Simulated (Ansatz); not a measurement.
Reaction (atomization): `C=N[SiH](F)F` → C• + 2 F• + 3 H• + N• + Si•

Isolated molecules relaxed with PBE0-D4/def2-TZVP in Ansatz; ΔE leaves out vibrations. CCSD(T)/CBS is the MP2 limit (def2-TZVPP, def2-QZVPP) plus CCSD(T) − MP2 in def2-TZVPP, frozen cores. This one scheme is used for every species, atoms too. DFT in def2-TZVPP. HSE06 is defined as in plane-wave codes. No spin–orbit coupling; open shells (•) take unrestricted orbitals. Spin–orbit coupling would lower the free atoms: a little for C, F, Si. One conformer a species, not always the lowest.

```json
{"level": "LDA (SPW92)", "ΔE (kJ/mol)": "3754.2", "difference from CCSD(T)/CBS": "472.2"}
{"level": "r2SCANh-D4", "ΔE (kJ/mol)": "3234.1", "difference from CCSD(T)/CBS": "-47.9"}
{"level": "HSE06", "ΔE (kJ/mol)": "3238.4", "difference from CCSD(T)/CBS": "-43.6"}
{"level": "LC-ωPBE", "ΔE (kJ/mol)": "3257.6", "difference from CCSD(T)/CBS": "-24.4"}
{"level": "CCSD/def2-SVP", "ΔE (kJ/mol)": "2985.0", "difference from CCSD(T)/CBS": "-297.0"}
{"level": "CCSD(T)/def2-SVP", "ΔE (kJ/mol)": "3021.1", "difference from CCSD(T)/CBS": "-260.9"}
{"level": "MP2/def2-TZVPP", "ΔE (kJ/mol)": "3276.2", "difference from CCSD(T)/CBS": "-5.8"}
{"level": "CCSD/def2-TZVPP", "ΔE (kJ/mol)": "3122.6", "difference from CCSD(T)/CBS": "-159.4"}
{"level": "CCSD(T)/def2-TZVPP", "ΔE (kJ/mol)": "3177.9", "difference from CCSD(T)/CBS": "-104.1"}
{"level": "HF/def2-QZVPP", "ΔE (kJ/mol)": "2358.2", "difference from CCSD(T)/CBS": "-923.8"}
{"level": "CCSD(T)/CBS", "ΔE (kJ/mol)": "3282.0", "difference from CCSD(T)/CBS": "0"}
```

**Question.** What do rigid-rotor, harmonic-oscillator terms from PBE0-D4/def2-TZVP frequencies (298.15 K, 1 bar) make of the CCSD(T)/CBS value? (Best estimate.)

**Answer.** Ansatz gave: ΔZPE = -120.7 kJ/mol, ΔH = +3192.8 kJ/mol, ΔS = 822 J/(mol·K), ΔG = +2947.8 kJ/mol. Open shells count their whole term as degenerate.

Largest T1 diagnostic among the species: 0.013.

Leaving LDA and LC-ωPBE aside and taking each functional with its dispersion term where it has one, the values, not all of them listed here, spread over 188.5 kJ/mol, from BHLYP-D4 to PBE-D4. LDA lies +432.7 kJ/mol from PBE without D4, its usual overbinding. From BLYP to BHLYP (50 % exact exchange), in def2-TZVPP and without D4, ΔE moves by −126.1 kJ/mol: exact exchange takes away binding that semilocal exchange gives to molecules.

For atomizations the MP2-based limit and the directly extrapolated one differ by several kJ/mol either way, and by 10 to 25 for some Ge, Se and Sn compounds, so smaller differences from it don't rank the levels.
